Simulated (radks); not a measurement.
Valence configurations of S II (all share [Ne]). Method: Dirac Kohn-Sham, PBE, spin-unpolarised, spherical densities, point nucleus; open shells fill j = l - 1/2 first; computed with a radial shooting solver on a logarithmic mesh with Libxc functionals. Energies are relative to 3s2 3p3; eigenvalues in eV.

| valence | E (eV) | e(3p1/2) | e(3p3/2) | e(3s1/2) |
|---|---|---|---|---|
| 3s2 3p3 | 0.000 | -16.845 | -16.746 | -27.610 |
| 3s1 3p4 | 10.910 | -17.426 | -17.325 | -28.279 |
| 3s1.5 3p3.5 | 5.444 | -17.140 | -17.040 | -27.950 |
| 3s0.5 3p4.5 | 16.397 | -17.705 | -17.602 | -28.598 |
| 3p5 | 21.905 | -17.976 | -17.872 | - |

NIST lists [Ne] 3s2 3p3 as the ground configuration; this level of theory agrees among the configurations tried. The energies are those of spherical spin-averaged densities, not of single terms.
